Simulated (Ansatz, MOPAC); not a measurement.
Torsion H3–P1–P2–H5 in H4P2 (SMILES PP); at each angle all else is relaxed with GFN2-xTB, and the levels are single points there.
Geometry at 20° (charge 0, multiplicity 1):
```json
[
 {"atom": "P", "x (Å)": "-1.0492", "y (Å)": "-0.2949", "z (Å)": "-0.6029"},
 {"atom": "P", "x (Å)": "1.0983", "y (Å)": "-0.1913", "z (Å)": "-0.3556"},
 {"atom": "H", "x (Å)": "-1.3524", "y (Å)": "1.0367", "z (Å)": "-0.3244"},
 {"atom": "H", "x (Å)": "-1.2741", "y (Å)": "-0.6906", "z (Å)": "0.7132"},
 {"atom": "H", "x (Å)": "1.1611", "y (Å)": "0.9745", "z (Å)": "0.4057"},
 {"atom": "H", "x (Å)": "1.2954", "y (Å)": "0.4989", "z (Å)": "-1.5489"}
]
```

On the grid 0° to 180°, 100° is the highest and 20° the lowest point at CCSD(T)/CBS(cc-pV(T+d)Z, cc-pV(Q+d)Z).

The state that PM3, PM7 reach isn't checked; PM7 holds dispersion and hydrogen-bond terms.

Run with Ansatz (Gaussian orbitals); MOPAC for PM3, PM7 (differences of heats of formation). 

What is the computed energy at 100° less that at 20° (SVWN5/def2-TZVPP)?

4.3 kcal/mol

What is the computed energy at 100° less that at 20° (PM7)?

8.7 kcal/mol

What is the computed energy at 100° less that at 20° (PM3)?

2.0 kcal/mol

Ansatz is a first-principles code.
